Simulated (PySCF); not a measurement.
C₆H₇FO₂.
Numbering: `[CH3:1][CH2:2][C:3]1=[CH:4][O:5][C:6]([F:7])=[CH:8][O:9]1` (hydrogens: H10, H11, H12 on C1; H13, H14 on C2; H15 on C4; H16 on C8)

Method: PBE0-D3(BJ)/def2-SVP geometry optimisation, gas phase in PySCF 2.14.0; density fitting, grid level 1; the optimiser is geomeTRIC in internal coordinates, started from a GFN2-xTB structure with every atom displaced at random (about 0.01 Å).

Geometry at step 1:
```
atom  x, y, z in Å
C1     -2.1387    0.3768   -0.7178
C2     -1.5004   -0.3266    0.4774
C3     -0.0111   -0.2758    0.4177
C4      0.7818   -1.3156    0.1392
O5      2.1700   -1.1952    0.0123
C6      2.5721    0.0894    0.0139
F7      3.8202    0.1961   -0.3657
C8      1.7998    1.1398    0.2858
O9      0.4615    0.9918    0.6197
H10    -3.2335    0.3926   -0.6279
H11    -1.8805   -0.1315   -1.6637
H12    -1.7937    1.4183   -0.7791
H13    -1.8325   -1.3742    0.5364
H14    -1.8174    0.1776    1.4050
H15     0.4291   -2.3286   -0.0205
H16     2.1657    2.1625    0.2848
```

Question: Give the atomic forces at this geometry.

Answer: 
```json
{"atom": "C1", "Fx (eV/Å)": "-0.011", "Fy (eV/Å)": "-0.048", "Fz (eV/Å)": "-0.077"}
{"atom": "C2", "Fx (eV/Å)": "0.041", "Fy (eV/Å)": "-0.046", "Fz (eV/Å)": "-0.114"}
{"atom": "C3", "Fx (eV/Å)": "-0.304", "Fy (eV/Å)": "-0.091", "Fz (eV/Å)": "0.047"}
{"atom": "C4", "Fx (eV/Å)": "0.402", "Fy (eV/Å)": "0.318", "Fz (eV/Å)": "0.018"}
{"atom": "O5", "Fx (eV/Å)": "-0.302", "Fy (eV/Å)": "-0.035", "Fz (eV/Å)": "0.072"}
{"atom": "C6", "Fx (eV/Å)": "-0.248", "Fy (eV/Å)": "-0.066", "Fz (eV/Å)": "-0.187"}
{"atom": "F7", "Fx (eV/Å)": "0.206", "Fy (eV/Å)": "0.000", "Fz (eV/Å)": "0.100"}
{"atom": "C8", "Fx (eV/Å)": "-0.079", "Fy (eV/Å)": "-0.009", "Fz (eV/Å)": "0.133"}
{"atom": "O9", "Fx (eV/Å)": "0.363", "Fy (eV/Å)": "-0.002", "Fz (eV/Å)": "-0.075"}
{"atom": "H10", "Fx (eV/Å)": "-0.058", "Fy (eV/Å)": "-0.020", "Fz (eV/Å)": "0.015"}
{"atom": "H11", "Fx (eV/Å)": "-0.001", "Fy (eV/Å)": "0.075", "Fz (eV/Å)": "0.121"}
{"atom": "H12", "Fx (eV/Å)": "0.033", "Fy (eV/Å)": "0.014", "Fz (eV/Å)": "-0.034"}
{"atom": "H13", "Fx (eV/Å)": "0.024", "Fy (eV/Å)": "0.013", "Fz (eV/Å)": "0.027"}
{"atom": "H14", "Fx (eV/Å)": "0.006", "Fy (eV/Å)": "-0.056", "Fz (eV/Å)": "0.066"}
{"atom": "H15", "Fx (eV/Å)": "-0.039", "Fy (eV/Å)": "-0.077", "Fz (eV/Å)": "-0.040"}
{"atom": "H16", "Fx (eV/Å)": "-0.033", "Fy (eV/Å)": "0.031", "Fz (eV/Å)": "-0.073"}
```

The largest, 0.51 eV/Å, acts on C4; the rms over all components is 0.133 eV/Å. The forces sum to zero within rounding, as they must for an isolated molecule in no field.

Question: Give the force on C4 in Eh/bohr and in nN.

Answer: 0.513 eV/Å ÷ 51.422 = 0.00997 Eh/bohr, and 0.513 eV/Å × 1.602 = 0.82 nN.

Question: How far is this geometry from the end of the optimisation?

Answer: 0.025 eV above it, and 0.130 Å rms away after alignment. The bonds farthest from their final lengths, with half the difference of the two atoms' forces along the bond (positive lengthens):

```tsv
bond	now (Å)	final (Å)	force along bond (eV/Å)
C4–O5	1.399	1.388	-0.37
C8–O9	1.387	1.382	-0.24
C1–H11	1.104	1.101	-0.11
C6–F7	1.309	1.312	+0.18
C2–C3	1.491	1.489	-0.18
C4–H15	1.084	1.087	+0.26
```

The angle farthest from its final value is C2–C3–O9, 111.8° against 112.9°.

The cost below is that of the whole optimisation. Time: 98 s; peak memory 0.66 GiB. Hardware: one thread of an Intel Xeon 6975P-C, no GPU, shared host with 192 logical CPUs at a one-minute load of 71.
